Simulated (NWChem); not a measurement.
InN2H5O; SMILES [NH2][In]([NH2])[OH]

```xyz
9

In    -0.0167     0.0020    -0.0230
O      1.9600    -0.3240     0.0410
H      2.4642     0.4809     0.2001
N     -1.1283    -1.6897     0.1157
H     -0.6310    -2.5352    -0.1535
H     -2.0288    -1.6837    -0.3558
N     -0.7082     1.9134     0.1171
H     -1.6725     2.0519    -0.1754
H     -0.1370     2.6157    -0.3470
```
Atoms are numbered in this order, from 1.

All runs: NWChem. Coordinates come from a PBE0/def2-SVP (def2 core potentials past Kr) optimisation.

For level PBE/STO-3G, non-relativistic:

* **highest occupied level (eV)**: -1.19
* **orbital gap (eV)**: 4.07
* **dipole (D)**: 2.04

How do the values read with level PBE/3-21G, non-relativistic instead?


- highest occupied level (eV): -4.48
- orbital gap (eV): 3.17
- dipole (D): 2.89
